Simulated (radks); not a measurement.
Numerical settings for neutral strontium, [Kr] 5s2. Method: Dirac Kohn-Sham, LDA (Slater exchange, Perdew-Wang correlation), spin-unpolarised, spherical densities, finite nucleus; Fermi nuclear charge, rms radius 4.224 fm; computed with a radial shooting solver on a logarithmic mesh with Libxc functionals. The defaults (mesh step 0.008 in ln r, mesh end at 40 bohr or more with all orbitals vanishing there, Anderson mixing 0.5 over 9 steps, residual threshold near 1e-9 with the energy settled to 1e-9 hartree or 1e-11 of itself, here a cap of 71 iterations) give E = -3176.0886 hartree and 5s1/2 at -3.641 eV in 14 iterations. Run on one thread of a shared host, so times are rough (Arm Neoverse N1): 0.13 s of CPU time, 0.13 s wall, 14 iterations on 2437 mesh points. Changes against that run (0 stands for a change within the tolerance of the run):

setting	iterations	converged	E (mhartree)	e(5s1/2) (meV)	CPU (s)
mesh step in ln r 0.2	4	no	diverged	-	0.01
mesh step in ln r 0.003	14	yes	0	0	0.33
mesh step in ln r 0.02	14	yes	0	0	0.06
mesh end (bohr) 12	14	yes	+0.474	+32.9	0.12
mesh end (bohr) 1	13	level above zero	+2.39e+05	+1.45e+06	0.09
residual threshold 0.001	9	yes	0	-0.0624	0.1
residual threshold 1e-13	22	yes	0	0	0.18
mixing 0.05	19	yes	0	0	0.18
linear mixing, mixing 0.8	37	yes	0	0	0.28
linear mixing, mixing 1	71	no	+1.75	-73.5	0.67
mixing history 2	19	yes	0	0	0.16
iteration cap 5	5	no	+0.0209	+8.47	0.06

Settled on a wrong energy, with an occupied level pushed above zero by the early mesh end: mesh end (bohr) 1 (+239 hartree). Apart from these: no run marked as converged misses the energy by more than 1 mhartree. A mesh that ends early acts as a hard wall.
